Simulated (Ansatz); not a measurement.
`C[C]([GeH3])=[Se]` + `C[SiH2]O` → `C[SiH2][O][GeH3]` + `CC=[Se]`  (ligand exchange at a Ge–C bond)

Computed with Ansatz on PBE0-D4/def2-TZVP structures; ΔE is electronic, products minus reactants. CBS: MP2 limit from def2 TZ/QZ plus the TZ coupled-cluster correction, frozen cores. This one scheme is used for every species. Functionals use def2-TZVPP. B3LYP here is the variant with VWN-RPA as its local correlation; programs differ in this. HSE06 is defined as in plane-wave codes. For Ge, Se outer-core shells are correlated without core-valence functions, which leaves a few kJ/mol of doubt a bond. Scalar relativity is left out up to krypton. One conformer a species, not always the lowest.

`C[C]([GeH3])=[Se]`:

```xyz
10

C    -0.800   -0.573    1.086
C     0.256    0.347    0.586
Ge    0.600    0.337   -1.350
Se    1.181    1.410    1.642
H    -0.926   -0.507    2.167
H    -0.558   -1.607    0.811
H    -1.755   -0.349    0.595
H     1.706    1.338   -1.687
H    -0.708    0.695   -2.082
H     1.005   -1.090   -1.768
```

`C[SiH2]O`:

Z-matrix (Å, degrees):
```
C
Si 1 1.863
H 1 1.093 2 111.0
H 1 1.094 2 110.2 3 119.8
H 1 1.093 2 111.5 3 -120.7
O 2 1.652 1 112.6 3 57.7
H 2 1.492 1 108.9 3 -179.5
H 2 1.483 1 110.6 3 -59.4
H 6 0.957 2 117.7 1 68.6
```

`C[SiH2][O][GeH3]`:

```xyz
12

C    -1.327    0.901    1.574
Si   -0.625    0.577   -0.115
O     0.585   -0.519    0.015
Ge    1.677   -1.288   -1.152
H    -1.725   -0.017    2.011
H    -2.139    1.632    1.515
H    -0.560    1.296    2.244
H    -0.103    1.842   -0.712
H    -1.686    0.059   -1.029
H     2.566   -2.227   -0.328
H     2.504   -0.192   -1.846
H     0.833   -2.064   -2.177
```

`CC=[Se]`:

Z-matrix (Å, degrees):
```
C
C 1 1.478
H 1 1.097 2 109.8
H 1 1.097 2 109.8 3 115.9
H 1 1.089 2 112.1 3 -122.0
Se 2 1.752 1 126.4 3 122.0
H 2 1.090 1 115.4 3 -58.0
```

| level | ΔE (kJ/mol) | difference from CCSD(T)/CBS |
| --- | --- | --- |
| PBE-D4 | -41.7 | 5.5 |
| B97M-V | -58.6 | -11.4 |
| r2SCAN0-D4 | -52.4 | -5.2 |
| HSE06-D4 | -46.1 | 1.1 |
| ωB97X-V | -55.3 | -8.1 |
| ωB97M-V | -52.0 | -4.8 |
| PBE-QIDH | -49.7 | -2.5 |
| revPBE | -46.2 | 1.0 |
| B3LYP | -57.7 | -10.5 |
| BHLYP | -64.3 | -17.1 |
| RPA@PBE/def2-TZVPP | -52.8 | -5.6 |
| MP2/def2-SVP | -57.2 | -10.0 |
| HF/def2-TZVPP | -77.9 | -30.7 |
| MP2/def2-TZVPP | -46.4 | 0.8 |
| CCSD/def2-TZVPP | -54.6 | -7.4 |
| MP2/CBS(def2) | -42.6 | 4.6 |
| CCSD(T)/CBS | -47.2 | 0 |

Largest T1 diagnostic among the species: 0.016.

Leaving LDA and LC-ωPBE aside and taking each functional with its dispersion term where it has one, the values, not all of them listed here, spread over 18.8 kJ/mol, from BHLYP-D4 to PBE-D4. LDA lies +7.1 kJ/mol from PBE without D4. At CCSD(T), def2-SVP lies −13.7 kJ/mol from the extrapolated value and def2-TZVPP −3.8 kJ/mol.
